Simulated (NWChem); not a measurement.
All runs are NWChem calculations. System: F$_{3}$S, charge 0, spin multiplicity 2, at a geometry optimised with UPBE/def2-SVP. The structure started from a generated list of species. Its SCF solution wasn't tested for a lower state. Level: UMP2/def2-TZVP, 8 core orbitals frozen.

The NWChem input:

```
start mol
memory heap 200 mb stack 900 mb global 1100 mb
geometry units angstroms nocenter noautoz
  F     -0.311790    -0.091225     1.696489
  S     -0.361159     0.078667     0.000000
  F     -0.311790    -0.091225    -1.696489
  F      1.265640     0.042597     0.000000
  symmetry group Cs
end
basis spherical
  * library def2-tzvp
end
scf
  uhf
  nopen 1
  maxiter 100
  thresh 1e-7
  semidirect memsize 60000000 filesize 0
  # guess.movecs holds the orbitals of an unrestricted PBE0 run
  vectors input guess.movecs output mol.movecs
end
mp2
  freeze core 8
end
task mp2 energy
```

NWChem printed:

```
             Northwest Computational Chemistry Package (NWChem) 7.3.0
             --------------------------------------------------------

                                NWChem Input Module
                                -------------------

 Scaling coordinates for geometry "geometry" by  1.889725989
 (inverse scale =  0.529177249)

 Turning off AUTOSYM since
 SYMMETRY directive was detected!

                             Geometry "geometry" -> ""
                             -------------------------

 Output coordinates in angstroms (scale by  1.889725989 to convert to a.u.)

  No.       Tag          Charge          X              Y              Z
 ---- ---------------- ---------- -------------- -------------- --------------
    1 F                    9.0000    -0.31179000    -0.09122500     1.69648900
    2 S                   16.0000    -0.36115900     0.07866700     0.00000000
    3 F                    9.0000    -0.31179000    -0.09122500    -1.69648900
    4 F                    9.0000     1.26564000     0.04259700     0.00000000

 Effective nuclear repulsion energy (a.u.)     185.7574330434

            Nuclear Dipole moment (a.u.)
            ----------------------------
        X                 Y               Z
 ---------------- ---------------- ----------------
    -0.0000075589    -0.0000094486     0.0000000000

      Symmetry information
      --------------------

 Group name             Cs
 Group number              2
 Group order               2
 No. of unique centers     3

      Symmetry unique atoms

     1    2    4


 Summary of "ao basis" -> "" (spherical)
 ------------------------------------------------------------------------------
       Tag                 Description            Shells   Functions and Types
 ---------------- ------------------------------  ------  ---------------------
 *                         def2-tzvp                  on all atoms

 Summary of "ao basis" -> "ao basis" (spherical)
 ------------------------------------------------------------------------------
       Tag                 Description            Shells   Functions and Types
 ---------------- ------------------------------  ------  ---------------------
 F                         def2-tzvp                11       31   5s3p2d1f
 S                         def2-tzvp                13       37   5s5p2d1f

                                 NWChem SCF Module
                                 -----------------

  ao basis        = "ao basis"
  functions       =   130
  atoms           =     4
  alpha electrons =    22
  beta  electrons =    21
  charge          =   0.00
  wavefunction    = UHF
  use symmetry    = T
  symmetry adapt  = T

 Summary of "ao basis" -> "ao basis" (spherical)
 ------------------------------------------------------------------------------
       Tag                 Description            Shells   Functions and Types
 ---------------- ------------------------------  ------  ---------------------
 F                         def2-tzvp                11       31   5s3p2d1f
 S                         def2-tzvp                13       37   5s5p2d1f

      Symmetry analysis of basis
      --------------------------

        a'         77
        a"         53

 Forming initial guess at       0.1s

   Symmetry analysis of molecular orbitals - initial alpha
   -------------------------------------------------------

  Numbering of irreducible representations:

     1 a'          2 a"

  Orbital symmetries:

     1 a'          2 a'          3 a"          4 a'          5 a'
     6 a'          7 a"          8 a'          9 a'         10 a"
    11 a'         12 a'         13 a"         14 a'         15 a'
    16 a"         17 a'         18 a"         19 a'         20 a"
    21 a'         22 a'         23 a'         24 a"         25 a'
    26 a'         27 a"         28 a'         29 a'         30 a"
    31 a"         32 a'

   Symmetry analysis of molecular orbitals - initial beta
   ------------------------------------------------------

  Numbering of irreducible representations:

     1 a'          2 a"

  Orbital symmetries:

     1 a'          2 a'          3 a"          4 a'          5 a'
     6 a"          7 a'          8 a'          9 a'         10 a"
    11 a'         12 a'         13 a"         14 a'         15 a'
    16 a"         17 a'         18 a'         19 a"         20 a"
    21 a'         22 a'         23 a'         24 a"         25 a'
    26 a"         27 a'         28 a'         29 a'         30 a"
    31 a"         32 a'

 Starting SCF solution at       0.1s

 ----------------------------------------------
         Quadratically convergent UHF

 Convergence threshold     :          1.000E-07
 Maximum no. of iterations :          100
 Integral*density screening:          1.000E-09
 ----------------------------------------------

              iter       energy          gnorm     gmax       time
             ----- ------------------- --------- --------- --------
                 1     -695.8354358194  8.75D-01  2.44D-01      1.4
                 2     -695.8718925150  1.80D-01  3.47D-02      1.5
                 3     -695.8769138878  1.42D-02  4.17D-03      2.2
                 4     -695.8770299492  2.45D-04  6.34D-05      3.9
                 5     -695.8770299765  8.12D-08  1.56D-08      6.7

       Final UHF  results
       ------------------

         Total SCF energy =   -695.877029976508
      One electron energy =  -1336.243471363851
      Two electron energy =    454.609008343935
 Nuclear repulsion energy =    185.757433043409

                       Sz =      0.5000
[...]
     6      0.163051  1 F  px                74     -0.163051  3 F  px

 Vector   21  Occ=1.000000D+00  E=-5.166779D-01  Symmetry=a'
              MO Center= -5.3D-01,  1.0D-01, -2.1D-13, r^2= 2.4D+00
   Bfn.  Coefficient  Atom+Function         Bfn.  Coefficient  Atom+Function
  ----- ------------  ---------------      ----- ------------  ---------------
    36      0.400066  2 S  s                 35      0.363824  2 S  s
     8      0.248467  1 F  pz                76     -0.248467  3 F  pz
    34     -0.232125  2 S  s                 11      0.229971  1 F  pz
    79     -0.229971  3 F  pz                46     -0.226023  2 S  px
    14      0.155310  1 F  pz                82     -0.155310  3 F  pz

 Vector   22  Occ=0.000000D+00  E=-2.922783D-02  Symmetry=a'
              MO Center= -3.9D-01, -2.0D-02, -2.2D-13, r^2= 1.9D+00
   Bfn.  Coefficient  Atom+Function         Bfn.  Coefficient  Atom+Function
  ----- ------------  ---------------      ----- ------------  ---------------
    50      0.539487  2 S  py                47      0.458795  2 S  py
    44      0.219691  2 S  py                38     -0.169288  2 S  py

 Vector   23  Occ=0.000000D+00  E= 9.670178D-02  Symmetry=a'
              MO Center= -1.9D-01,  5.0D-02,  1.5D-13, r^2= 2.6D+00
   Bfn.  Coefficient  Atom+Function         Bfn.  Coefficient  Atom+Function
  ----- ------------  ---------------      ----- ------------  ---------------
    49      0.962042  2 S  px                36      0.888426  2 S  s
   104     -0.755817  4 F  s                111      0.431428  4 F  px
    46      0.405345  2 S  px                35      0.241820  2 S  s
   105      0.217110  4 F  px                34     -0.206431  2 S  s
   108      0.205432  4 F  px                 5     -0.164993  1 F  s

 Vector   24  Occ=0.000000D+00  E= 1.971218D-01  Symmetry=a"
              MO Center= -5.2D-01,  2.1D-01,  7.4D-15, r^2= 3.2D+00
   Bfn.  Coefficient  Atom+Function         Bfn.  Coefficient  Atom+Function
  ----- ------------  ---------------      ----- ------------  ---------------
    51      1.512133  2 S  pz                 5     -0.810727  1 F  s
    73      0.810727  3 F  s                 48      0.494649  2 S  pz
    14      0.429285  1 F  pz                82      0.429285  3 F  pz
    45      0.206195  2 S  pz               113     -0.193772  4 F  pz
     8      0.157292  1 F  pz                76      0.157292  3 F  pz

 center of mass
 --------------
 x =   0.01383006 y =  -0.00301270 z =   0.00000000

 moments of inertia (a.u.)
 ------------------
         392.481224272819          -4.276939969946           0.000000000000
          -4.276939969946         527.265657179547           0.000000000000
           0.000000000000           0.000000000000         138.700569208963

  Mulliken analysis of the total density
  --------------------------------------

    Atom       Charge   Shell Charges
 -----------   ------   -------------------------------------------------------
    1 F    9     9.39   0.77  1.20  0.60  1.01  0.35  2.22  2.26  0.96  0.00  0.01  0.00
    2 S   16    14.99   2.01  0.49  1.47  1.23  0.70  4.15  1.71  0.69  1.64  0.31  0.16  0.34  0.08
    3 F    9     9.39   0.77  1.20  0.60  1.01  0.35  2.22  2.26  0.96  0.00  0.01  0.00
    4 F    9     9.23   0.77  1.20  0.60  1.03  0.32  2.21  2.26  0.82  0.00  0.01  0.00

  Mulliken analysis of the alpha density
  --------------------------------------

    Atom       Charge   Shell Charges
 -----------   ------   -------------------------------------------------------
    1 F    9     4.72   0.39  0.60  0.30  0.51  0.17  1.14  1.15  0.46  0.00  0.00  0.00
    2 S   16     7.92   1.00  0.25  0.73  0.64  0.34  2.09  0.84  0.44  1.06  0.21  0.08  0.18  0.04
    3 F    9     4.72   0.39  0.60  0.30  0.51  0.17  1.14  1.15  0.46  0.00  0.00  0.00
    4 F    9     4.64   0.39  0.60  0.30  0.52  0.16  1.12  1.14  0.40  0.00  0.01  0.00

   Mulliken analysis of the beta density
   -------------------------------------

    Atom       Charge   Shell Charges
 -----------   ------   -------------------------------------------------------
    1 F    9     4.66   0.39  0.60  0.30  0.51  0.18  1.08  1.12  0.49  0.00  0.00  0.00
    2 S   16     7.08   1.00  0.25  0.74  0.59  0.35  2.06  0.87  0.26  0.58  0.10  0.07  0.16  0.04
    3 F    9     4.66   0.39  0.60  0.30  0.51  0.18  1.08  1.12  0.49  0.00  0.00  0.00
    4 F    9     4.60   0.39  0.60  0.30  0.51  0.16  1.08  1.12  0.42  0.00  0.01  0.00

   Mulliken analysis of the spin density
   -------------------------------------

    Atom       Charge   Shell Charges
 -----------   ------   -------------------------------------------------------
    1 F    9     0.06   0.00 -0.00  0.00  0.00 -0.00  0.05  0.03 -0.03  0.00 -0.00 -0.00
    2 S   16     0.84   0.00  0.00 -0.00  0.05 -0.01  0.03 -0.02  0.18  0.48  0.11  0.01  0.01 -0.00
    3 F    9     0.06   0.00 -0.00  0.00  0.00 -0.00  0.05  0.03 -0.03  0.00 -0.00 -0.00
    4 F    9     0.04   0.00 -0.00  0.00  0.00 -0.00  0.04  0.02 -0.02  0.00 -0.00  0.00

       Multipole analysis of the density wrt the origin
       ------------------------------------------------

     L   x y z        total         alpha         beta         nuclear
     -   - - -        -----         -----         ----         -------
     0   0 0 0      0.000000    -22.000000    -21.000000     43.000000

     1   1 0 0     -0.414289     -0.002316     -0.411965     -0.000008
     1   0 1 0      0.131737      0.128647      0.003100     -0.000009
     1   0 0 1      0.000000     -0.000000      0.000000      0.000000

     2   2 0 0    -19.776426    -42.900704    -42.059819     65.184096
     2   1 1 0      0.006304     -1.167428     -0.763950      1.937682
     2   1 0 1     -0.000000     -0.000000     -0.000000      0.000000
     2   0 2 0    -18.807057    -10.996584     -8.757313      0.946841
     2   0 1 1      0.000000      0.000000      0.000000      0.000000
     2   0 0 2    -25.955165   -106.477089   -104.478308    185.000232

                   NWChem MP2 Semi-direct Energy/Gradient Module
                   ---------------------------------------------

  Basis functions       =    130
  Molecular orbitals    =    130
  Frozen core           =      8
  Frozen virtuals       =      0
  Active alpha occupied =     14
  Active beta occupied  =     13
  Active alpha virtual  =    108
  Active beta virtual   =    109
  Use MO symmetry       = T
  Use skeleton AO sym   = T

  AO/Fock/Back tols     =   1.0D-09  1.0D-09  1.0D-09

 GA uses MA = F    GA memory limited = T

 Available:
  local mem=  1.26D+08
 global mem=  1.44D+08
 local disk=  0.00D+00
  mp2_memr nvloc                   108
  nvloc new                   108
   1 passes of  14:        5242880                     110045                  40733812.
   1 passes of  14: M    126149187           G      144145400           F     120906307.

 Semi-direct pass number   1 of   1  for UHF alpha       at        6.8s
  vrange nnbf                  7918
  mp2_eaftype                   155  avail_ma_in_mb                  1099
 EAF : mp2_eaftype filesize         155   20366906.
  mp2_eaf for mointskh                    155
Node 0 wrote     95.8 Mb in      0.0 s     Agg I/O rate:  2330.7 Mb/s
 Done moints_semi at       13.3s
  mp2_eaftype                   155  avail_ma_in_mb                   944
 EAF : mp2_eaftype filesize         155   20366906.
  mp2_eaf for kh                   155
 Done maket at       13.6s
 Done multipass loop at       13.6s

 GA uses MA = F    GA memory limited = T

 Available:
  local mem=  1.26D+08
 global mem=  1.44D+08
 local disk=  0.00D+00
  mp2_memr nvloc                   109
  nvloc new                   109
   1 passes of  13:        5242880                     105297                  38176298.
   1 passes of  13: M    126149187           G      144145400           F     120906307.

 Semi-direct pass number   1 of   1  for UHF beta        at       13.7s
  vrange nnbf                  7918
  mp2_eaftype                   145  avail_ma_in_mb                  1099
 EAF : mp2_eaftype filesize         145   19088149.
  mp2_eaf for mointskh                    145
Node 0 wrote     89.8 Mb in      0.1 s     Agg I/O rate:  1712.6 Mb/s
 Done moints_semi at       19.5s
  mp2_eaftype                   145  avail_ma_in_mb                   954
 EAF : mp2_eaftype filesize         145   19088149.
  mp2_eaf for kh                   145
 Done maket at       20.0s
 Done multipass loop at       20.0s

          -------------------------------------------
          SCF energy                -695.877029976508
          Correlation energy          -0.940315828739
          Singlet pairs                0.000000000000
          Triplet pairs                0.000000000000
          Total MP2 energy          -696.817345805247
          -------------------------------------------

          ---------------------------------------------------
                    Spin Component Scaled (SCS) MP2
          Same spin pairs                     -0.250548353488
          Same spin scaling factor             0.333333333333
          Opposite spin pairs                 -0.689767475251
          Opposite spin scaling fact.          1.200000000000
          SCS-MP2 correlation energy          -0.911237088131
          Total SCS-MP2 energy              -696.788267064638
          ---------------------------------------------------

 -----------------------
 Performance information
 -----------------------

 Timer overhead =  1.21D-07 seconds/call

               Nr. of calls         CPU time (s)                 Wall time (s)                GFlops
             ---------------    -------------------     ------------------------------   -------------------
Name         Min   Avg   Max    Min     Avg     Max     Min     Avg     Max   Mx/calls   Min     Max     Sum
mp2: moin     2     2     2    12.     12.     12.      12.     12.     12.     6.2      0.0     0.0     0.0
mp2: make     2     2     2   0.78    0.78    0.78     0.78    0.78    0.78    0.39      0.0     0.0     0.0
mp2: tota     1     1     1    13.     13.     13.      13.     13.     13.     13.      0.0     0.0     0.0

 The average no. of pstat calls per process was 5.00D+00
 with a timing overhead of 6.07D-07s

 Task  times  cpu:       20.0s     wall:       20.0s

 Total times  cpu:       20.0s     wall:       20.0s
```
